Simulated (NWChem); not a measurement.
# MoHO₃ cation; SMILES [O]=[Mo+](=[O])[OH]

```xyz
5

Mo     0.3233    -0.0780     0.0000
O     -0.3884    -0.7947     1.2970
O     -0.3884    -0.7947    -1.2970
O     -0.0806     1.6718     0.0000
H     -0.7202     2.4062     0.0000
```
Atoms are numbered in this order, from 1.

Level: PBE0/def2-SVP with def2 effective core potentials on Mo (NWChem), optimised geometry, unscaled harmonic frequencies. This spin state was assumed; another may lie lower. def2 effective core potentials on Mo; no spin-orbit coupling.

```json
[
 {"frequency (cm⁻¹)": "126", "IR intensity (km/mol)": "228.9"},
 {"frequency (cm⁻¹)": "240", "IR intensity (km/mol)": "21.6"},
 {"frequency (cm⁻¹)": "274", "IR intensity (km/mol)": "3.9"},
 {"frequency (cm⁻¹)": "404", "IR intensity (km/mol)": "1.6"},
 {"frequency (cm⁻¹)": "539", "IR intensity (km/mol)": "223.8"},
 {"frequency (cm⁻¹)": "865", "IR intensity (km/mol)": "84.1"},
 {"frequency (cm⁻¹)": "1077", "IR intensity (km/mol)": "153.2"},
 {"frequency (cm⁻¹)": "1119", "IR intensity (km/mol)": "63.3"},
 {"frequency (cm⁻¹)": "3792", "IR intensity (km/mol)": "747.8"}
]
```

- zero-point energy = 12.1 kcal/mol
- thermal correction to the enthalpy at 298.15 K (with zero-point energy) = 15.8 kcal/mol
- heat capacity Cv = 15.1 cal/(mol K)
- entropy at 298.15 K and 1 atm (symmetry number 1) = 74.0 cal/(mol K)

Rigid rotor and harmonic oscillator.
